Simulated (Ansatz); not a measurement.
Program: Ansatz. Geometries: PBE0-D4/def2-TZVP. ΔE: electronic, gas phase. CCSD(T)/CBS is the MP2 limit (def2-TZVPP, def2-QZVPP) plus CCSD(T) − MP2 in def2-TZVPP, frozen cores. Functionals use def2-TZVPP. B3LYP here is the variant with VWN-RPA as its local correlation; programs differ in this. For Br, Ge outer-core shells are correlated without core-valence functions, which leaves a few kJ/mol of doubt a bond. Scalar relativity is left out up to krypton. One conformer a species, not always the lowest.

Reaction (redistribution): `CO[SiH](O)Br` + `F[SiH](Cl)[GeH2][Cl]` → `CO[Si](O)(Cl)Br` + `F[SiH](Cl)[GeH3]`

```
         level  ΔE (kJ/mol)  difference from CCSD(T)/CBS
     r2SCAN-D4        -39.3                         -0.9
      B3LYP-D4        -33.2                          5.2
       ωB97X-V        -35.4                          3.0
       ωB97M-V        -37.9                          0.5
        r2SCAN        -38.8                         -0.4
         B3LYP        -29.3                          9.1
 HF/def2-TZVPP        -23.3                         15.1
MP2/def2-QZVPP        -39.1                         -0.7
  HF/CBS(def2)        -23.4                         15.0
CCSD/CBS(def2)        -37.0                          1.4
   CCSD(T)/CBS        -38.4                            0
```

Largest T1 diagnostic among the species: 0.012.

In def2-TZVPP, CCSD(T) changes the Hartree–Fock value by −12.4 kJ/mol (the triples alone add −1.3 kJ/mol) and MP2 by −14.3 kJ/mol. The D4 term adds −3.9 kJ/mol with B3LYP and −1.9 kJ/mol with PBE0; it sums over pairs of atoms, weighted by their polarisabilities, and B3LYP, whose exchange is more repulsive, gets the larger term.
